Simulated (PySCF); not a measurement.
Species: C2H7OPSi.
SMILES with atom numbers: `[CH2:1]=[CH:2][Si@@H:3]([OH:4])[PH2:5]` (hydrogens: H6, H7 on C1; H8 on C2; H9 on Si3; H10 on O4; H11, H12 on P5)

Method: PBE0-D3(BJ)/def2-SVP geometry optimisation, gas phase in PySCF 2.14.0; density fitting, grid level 1; the optimiser is geomeTRIC in internal coordinates, started from a GFN2-xTB structure with every atom displaced at random (about 0.01 Å).

Step 0: E = -21381.9280 eV
```
atom  x, y, z in Å  |  force x, y, z in eV/Å
C1     -2.1302    0.1473    0.4782   -1.643   0.566  -0.569
C2     -1.0858    0.5419   -0.2111    1.746   0.170  -0.404
Si3     0.6766    0.1683    0.2999    0.104   0.583  -0.492
O4      0.8259   -0.8943    1.5302   -0.255  -1.257   0.914
P5      1.6985   -0.7023   -1.5257   -0.767  -1.073   0.284
H6     -2.0663   -0.3677    1.3975    0.265  -0.862   1.317
H7     -3.1477    0.3912    0.1523   -0.067  -0.059  -0.019
H8     -1.2075    1.1007   -1.1371   -0.236   0.173  -0.293
H9      1.3525    1.3306    0.9358    0.011   0.292  -0.325
H10     0.5545   -1.8171    1.4353    0.054   0.311  -0.067
H11     2.9753   -0.3833   -1.1017    0.998   0.148   0.386
H12     1.5939    0.4564   -2.2626   -0.209   1.008  -0.731
```

Q: Estimate the geometry and energy of step 1. (The exact step hangs on the optimiser's Hessian estimate; all steps are aligned on step 0, rigid shifts and turns removed.)

A: E = -21382.0970 eV, largest force 0.797 eV/Å
```
atom  x, y, z in Å  |  force x, y, z in eV/Å
C1     -2.1534    0.1706    0.5086    0.188  -0.169   0.227
C2     -1.0751    0.5386   -0.1948   -0.090   0.048  -0.020
Si3     0.6789    0.1705    0.3211   -0.065  -0.074  -0.153
O4      0.7127   -0.9468    1.5666    0.146   0.776   0.108
P5      1.7202   -0.7165   -1.4938    0.200   0.132  -0.060
H6     -2.0625   -0.3782    1.4602    0.036   0.072  -0.196
H7     -3.1706    0.3947    0.1804   -0.109   0.052  -0.046
H8     -1.2338    1.0937   -1.1301   -0.015   0.009  -0.004
H9      1.3462    1.4295    0.7612    0.026  -0.115   0.190
H10     0.5982   -1.8529    1.2979   -0.094  -0.536  -0.137
H11     3.0499   -0.4296   -1.0247   -0.201  -0.024  -0.050
H12     1.6290    0.4981   -2.2618   -0.021  -0.170   0.142
```

The energy changes by -0.1689 eV. The first-order estimate −F·Δx gives -0.4859 eV and the mean of the old and new forces, exact on a quadratic surface, -0.1896 eV. The step makes an angle of 69° with the force vector and moves no atom by more than 0.201 Å.

What follows is the cost of the whole optimisation. Hardware: one thread, Arm Neoverse V1 (aarch64) (shared host). Cost: 42 s, 0.46 GiB resident at most.
